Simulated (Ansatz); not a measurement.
Relaxation of BF$_{3}$H$_{2}$O (7 atoms, charge 0, multiplicity 1), to a largest force component of 0.03 eV/Å in at most 50 steps.

These are results of RKS B3LYP/6-31G* (Ansatz), not measurements.

```xyz
7
Properties=species:S:1:pos:R:3
B 0.068 0.435 -0.439
O -0.017 -0.062 2.114
H -0.933 -0.350 2.256
F 1.164 -0.176 -0.836
F -1.117 -0.109 -0.650
F 0.136 1.667 0.048
H -0.087 0.918 2.024
```

**Question.** Where does it end, and by what steps?

**Answer.** The run converged. After 9 steps the energy has fallen by 0.196 eV; O2 moved furthest, 0.43 Å.

```tsv
step	energy less start (eV)	largest force component (eV/Å)	accepted
0	0.0000	0.755	yes
1	0.0029	2.231	no
2	-0.0372	0.910	yes
3	-0.0683	1.194	yes
4	-0.1236	1.549	yes
5	-0.1785	0.510	yes
6	-0.1928	0.154	yes
7	-0.1940	0.151	yes
8	-0.1959	0.045	yes
9	-0.1960	0.003	yes
```

```xyz
7
Properties=species:S:1:pos:R:3
B 0.026 0.402 -0.130
O 0.008 0.026 1.691
H -0.864 -0.371 1.861
F 1.123 -0.247 -0.536
F -1.173 -0.133 -0.450
F 0.091 1.751 -0.049
H 0.003 0.894 2.131
```

Whether the end is a true minimum wasn't checked by a vibrational analysis.

Time of the run: 28 s on 1 thread of Arm Neoverse V1 (shared host), peak memory 0.14 GiB.
